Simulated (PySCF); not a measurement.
C₆H₉O₂ (doublet state).
Geometry (GFN2-xTB, Å), atoms numbered from 1 in this order:
```xyz
17
C6H9O2 angstrom
C     -2.4545    0.4017   -0.2352
O     -1.8439   -0.6470   -0.9442
C     -0.8833   -1.3796   -0.3163
C     -0.0881   -0.8947    0.8489
C      0.8521    0.1094    0.3023
C      1.1392    1.3571   -0.0070
C      2.0793    0.3188   -0.5178
O      3.3653    0.1416    0.0211
H     -1.7271    1.1697    0.0420
H     -2.9572    0.0360    0.6667
H     -3.1946    0.8293   -0.9095
H     -0.4407   -2.0854   -0.9992
H     -0.7188   -0.4477    1.6219
H      0.4619   -1.7366    1.2729
H      0.9199    2.3955    0.0586
H      2.1296    0.0612   -1.5698
H      3.3540    0.3829    0.9539
```

The hyperfine couplings belong to this conformer and change with its torsions.

The species is `CO[CH]CC1=C[C@H]1O` [radical].

Level of theory: UKS B3LYP, pcH-1 on C H O, non-relativistic, mean-field spin-orbit, GIAO in PySCF. Geometry: GFN2-xTB, one conformer, isolated molecule. The geometry wasn't refined by DFT: couplings that depend on bond lengths, twists or pyramidal angles can differ widely from those at the functional's own minimum. No stability test was run, so a lower SCF solution isn't excluded.

Largest spin populations (Mulliken): C3 (+0.85), O2 (+0.12) and C6 (+0.08). No atom but C3 exceeds +0.15. The angles at C3 add up to 353.9°, so it is slightly pyramidal.

**Question.** List the C–H protons on four-coordinate carbons next to a three-coordinate spin centre, with their couplings and θ (C–H bond against the normal to the plane of the centre's neighbours, projected along the bond that joins the two).

**Answer.** 
```
β H  on  centre  θ (°)  cos²θ   a (G)
H13  C4      C3     57   0.30  +12.45
H14  C4      C3     65   0.18   +6.96
```

Couplings in gauss use g_iso = 2.0032.
